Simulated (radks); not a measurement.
The europium ion Eu+, configuration [Xe] 4f7 6s1. Method: scalar-relativistic Kohn-Sham, TASK exchange with Perdew-Wang LDA correlation, spin-unpolarised, spherical densities, finite nucleus; meta-GGA in the generalised Kohn-Sham scheme; Fermi nuclear charge, rms radius 5.1115 fm; computed with a radial shooting solver on a logarithmic mesh with Libxc functionals.

Normalised radial functions P(r) = r R(r), r in bohr:

```
   r/bohr * 4s, o 4p (the largest magnitude, 1.56, reaches the edge; | marks zero, & curves that meet)
 0.001749                             o  *
 0.002409                             o  *
 0.003291                             o   *
 0.004496                             |o   *
 0.006142                             |o    *
 0.008459                             | o    *
  0.01156                             |  o   *
  0.01579                             |   o *
  0.02174                             |  *  o
   0.0297                            *|       o
  0.04058                       *     |         o
  0.05588                   *         |         o
  0.07634                    *        |     o
   0.1043                           & |
   0.1425                  o          |         *
   0.1962              o              |               *
   0.2681                        o    |     *
   0.3662              *              |            o
   0.5043  *                          |                        o
    0.689       *                     |                     o
   0.9412                   *         |          o
    1.296                           * |  o
    1.771                             *o
    2.419                             &
    3.305                             &
    4.551                             &
    6.218                             &
    8.495                             &
     11.7                             &
    15.98                             &
```

4s: eigenvalue -361.29 eV, 3 radial nodes at r = 0.0273, 0.109, 0.294 bohr, <r> = 0.568 bohr, 90 % of the charge inside 0.816 bohr. 4p: eigenvalue -271.10 eV, 2 radial nodes at r = 0.0974, 0.296 bohr, <r> = 0.601 bohr, 90 % of the charge inside 0.875 bohr.
